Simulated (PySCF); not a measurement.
Compound: C₇H₁₂N₂.
SMILES: `C=C[C@H]1C=NN(CC)C1`

Computed, not measured: TDDFT wB97X-D/def2-SVPD, vertical, gas phase, core orbitals frozen in the response (PySCF 2.14.0, density-fitted response routines). Geometry: PBE0-D3(BJ)/def2-SVP, one conformer, isolated molecule.

Question: Predict the UV-vis stick spectrum at this level.

Answer: 

```csv
state,λ (nm),E (eV),f,"main configurations (H = HOMO, L = LUMO)"
S1,247.8,5.00,0.139,H→L (94%)
S2,204.3,6.07,0.013,"H→L+1 (34%), H-1→L (29%), H-2→L (18%)"
S3,204.0,6.08,0.024,"H→L+1 (53%), H-1→L (20%), H-2→L (11%)"
S4,193.4,6.41,0.046,H→L+2 (85%)
S5,185.4,6.69,0.0040,"H→L+4 (82%), H→L+3 (9%)"
S6,175.9,7.05,0.0007,"H→L+3 (50%), H→L+6 (24%), H→L+5 (9%)"
S7,173.3,7.16,0.333,"H-1→L (45%), H-2→L (43%)"
S8,170.0,7.29,0.0053,"H→L+5 (70%), H→L+3 (9%)"
S9,163.1,7.60,0.138,"H-1→L+1 (45%), H-1→L+3 (21%)"
S10,161.8,7.66,0.019,H→L+7 (66%)
```

Triplets, Tamm–Dancoff:

```
state  E (eV)  λ (nm)  main configurations (H = HOMO, L = LUMO)
   T1    3.47   357.6                    H→L (68%), H→L+2 (15%)
   T2    4.44   279.0                H-1→L (61%), H-1→L+2 (13%)
   T3    5.29   234.5   H-2→L (50%), H-1→L+2 (14%), H-1→L (13%)
   T4    5.86   211.7       H→L+1 (48%), H→L (23%), H→L+2 (19%)
```

The lowest singlet lies at 5.00 eV (248 nm, ultraviolet) and is of moderate strength; its leading configuration is HOMO→LUMO (94%). The strongest level in the table is S7 at 7.16 eV (173 nm, f = 0.333). S2/S3 lie within about 0.01 eV of each other. Löwdin shares by element: HOMO nitrogen 53%, carbon 24% or more (atoms not listed hold the other 24%); LUMO carbon 52% or more, nitrogen 20% or more (atoms not listed hold the other 29%). The oscillator strengths of these states sum to 0.723; summed over the whole spectrum of an exact calculation they would give the number of electrons, 68 (Thomas–Reiche–Kuhn). Of the 10 states listed, 7 reach f = 0.01 and none stays under 0.0005. Orbital energies (eV): HOMO-3 -11.54, HOMO-2 -10.24, HOMO-1 -9.32, HOMO -7.71, LUMO 1.46, LUMO+1 2.32, LUMO+2 2.70. No computed singlet lies in the visible range (380 to 750 nm); the lowest, at 248 nm, stands 1.74 eV above its violet end (3.26 eV). The vertical ionisation energy (ΔSCF) is 7.71 eV, 0.05 eV above S10. Only the lowest 10 singlets were computed, as vertical energies without vibronic structure.

The run took 2.6 min of wall time on an Arm Neoverse V2 with one thread, no GPU (shared host), and the process peaked at 1.4 GiB of memory.
